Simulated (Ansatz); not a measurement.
C₂H₆ClFSi, SMILES `CC(F)([SiH3])Cl`. The species carries charge 0 and has multiplicity 1.

Z-matrix (Å, degrees):
```
C
C 1 1.504
H 1 1.093 2 109.3
H 1 1.092 2 110.0 3 119.7
H 1 1.090 2 110.5 3 -120.0
F 2 1.378 1 108.6 3 -61.4
Si 2 1.913 1 116.0 3 61.3
Cl 2 1.799 1 109.5 3 -178.2
H 7 1.483 2 108.1 1 59.3
H 7 1.480 2 108.7 1 -179.8
H 7 1.486 2 108.2 1 -59.6
```

Q: List the harmonic frequencies (cm⁻¹, unscaled) at PBE0-D4/def2-TZVP in Ansatz. (Estimate.)

A: Computed: 155, 169, 205, 256, 326, 349, 382, 541, 629, 637, 763, 904, 928, 938, 943, 1080, 1135, 1184, 1400, 1469, 1475, 2230, 2250, 2268, 3058, 3138, 3156.

Q: Is this a minimum?

A: Yes, all 27 modes are real.

Q: Give the ideal-gas thermochemistry at 298.15 K and 1 bar (rigid rotor, harmonic oscillator; point group C1, symmetry number 1).

A: Zero-point energy 191.2 kJ/mol; H(298) − E = 212.2 kJ/mol; entropy 343.2 J/(mol·K), of which translation 167.8, rotation 114.3, vibration 61.2; G(298) − E = 109.8 kJ/mol.
